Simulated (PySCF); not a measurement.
AlFH₅NO₂Si, SMILES [OH][Al]([OH])[NH][SiH2]F.

Geometry: PBE-D3(BJ)/def2-SVP. The structure was generated by enumeration; whether it is a known compound was not checked. The values are those of a single conformer.

All values below come from PBE-D3(BJ)/def2-SVP (PySCF 2.14.0).

Frequencies are harmonic and unscaled.

| mode | ν (cm⁻¹) | IR (km/mol) | moving atoms (share of kinetic energy) |
|---|---|---|---|
| 1 | 45 | 2.2 | O 39 %, F 30 %, H 13 %, N 9 % |
| 2 | 49 | 1.2 | F 43 %, N 26 %, O 18 %, H 8 % |
| 3 | 103 | 2.8 | O 37 %, Si 26 %, H 24 % |
| 4 | 198 | 14.1 | O 56 %, H 14 %, Si 10 %, Al 9 % |
| 5 | 241 | 36.8 | O 27 %, Al 26 %, H 21 %, N 15 % |
| 6 | 250 | 3.0 | Al 53 %, H 15 %, O 14 %, Si 8 % |
| 7 | 276 | 132.3 | H 76 % |
| 8 | 307 | 92.0 | H 26 %, N 25 %, F 17 %, Si 11 %, Al 11 %, O 10 % |
| 9 | 319 | 38.6 | H 87 %, O 11 % |
| 10 | 472 | 63.0 | H 77 %, N 18 % |
| 11 | 532 | 131.8 | H 51 %, O 19 %, N 13 %, Si 13 % |
| 12 | 582 | 86.2 | H 75 % |
| 13 | 603 | 158.9 | H 64 %, O 33 % |
| 14 | 680 | 39.1 | H 44 %, N 21 %, O 21 %, Si 12 % |
| 15 | 775 | 29.4 | H 85 % |
| 16 | 809 | 48.3 | F 29 %, H 20 %, Si 14 %, N 14 %, O 14 %, Al 9 % |
| 17 | 844 | 67.8 | H 32 %, F 24 %, Al 16 %, O 12 %, Si 10 % |
| 18 | 909 | 51.5 | H 86 % |
| 19 | 922 | 183.6 | H 47 %, N 19 %, Al 14 %, Si 11 %, O 9 % |
| 20 | 933 | 109.5 | Al 38 %, O 30 %, H 21 % |
| 21 | 945 | 190.6 | H 52 %, Si 28 % |
| 22 | 1096 | 329.7 | H 50 %, N 41 % |
| 23 | 2173 | 111.8 | H 97 % |
| 24 | 2191 | 150.1 | H 96 % |
| 25 | 3493 | 35.4 | H 93 % |
| 26 | 3816 | 60.2 | H 94 % |
| 27 | 3822 | 85.2 | H 94 % |
